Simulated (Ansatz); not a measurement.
**Worked example: the step energy**

An elementary step of TiHOF$_{3}$, closed shell (TiHOF₃ ([OH][Ti]([F])([F])[F]) → TiOF₂ ([O][Ti]([F])[F]) + HF (still joined by a long Ti–F bond); Ti–F, O–H broken or loosened, F–H formed or tightened). “Start” and “end” are the PBE0-D4/def2-TZVP structures reached by relaxing down either side of its saddle point, with the molecules still in contact.

Computed with Ansatz 0.2.0 (basis: def2-TZVPP and def2-QZVPP); correlated methods freeze the cores.

Energies in eV:

| quantity | end | start |
| --- | --- | --- |
| Hartree–Fock, triple zeta (X = 3) | -33266.34931 | -33268.81819 |
| Hartree–Fock, quadruple zeta (X = 4) | -33267.23315 | -33269.70561 |
| MP2 correlation, X = 3 | -39.91676 | -38.72953 |
| MP2 correlation, X = 4 | -43.32738 | -42.17253 |
| CCSD(T) correlation, X = 3 | -40.90041 | -40.14805 |

Task: Work out the step energy at the basis limit: extrapolate Hartree–Fock as E(X) = E∞ + A exp(−7.88 √X) and the MP2 correlation as E(X) = E∞ + B X^−2.97 (the exponents that Neese and Valeev fitted for def2-TZVPP and QZVPP), then add CCSD(T) − MP2 in triple zeta.

Result: Each step is linear, so take the differences first (end − start): Hartree–Fock 2.46888 (X = 3) and 2.47246 (X = 4); MP2 correlation -1.18723 and -1.15485; CCSD(T) correlation -0.75236.
Two points give E∞ = E(4) + w [E(4) − E(3)], with w = 1/(exp(7.88 (2 − √3)) − 1) = 0.1377 for Hartree–Fock and w = 1/((4/3)^2.97 − 1) = 0.7407 for the correlation.
Hartree–Fock: 2.47246 + 0.1377 × 0.00358 = 2.4730 eV.
MP2 correlation: -1.15485 + 0.7407 × 0.03238 = -1.1309 eV.
CCSD(T) − MP2: -0.75236 − (-1.18723) = 0.4349 eV.
Sum: 2.4730 + (-1.1309) + 0.4349 = 1.7770 eV, or 40.98 kcal/mol. Plain CCSD(T) in triple zeta gives 1.7165 eV, so the larger basis shifts the result by 0.0605 eV.

The T1 diagnostic stays at or below 0.026. The T1 diagnostic is large here, which may signal multireference character or strong orbital relaxation, so CCSD(T) is less sure.

Labels in which every atom is bracketed show which atoms are joined, not bond orders.

For scale, one of the runs: CCSD(T)/def2-TZVPP, 202 basis functions, launched by `ansatz run in.yaml --threads 4 --pin off --events-out ev --progress --plain --max-ram 9574MiB`. Hardware: 4 CPU threads of an Arm Neoverse V2, shared host. Wall time 2.5 min; peak host memory 3.1 GiB.
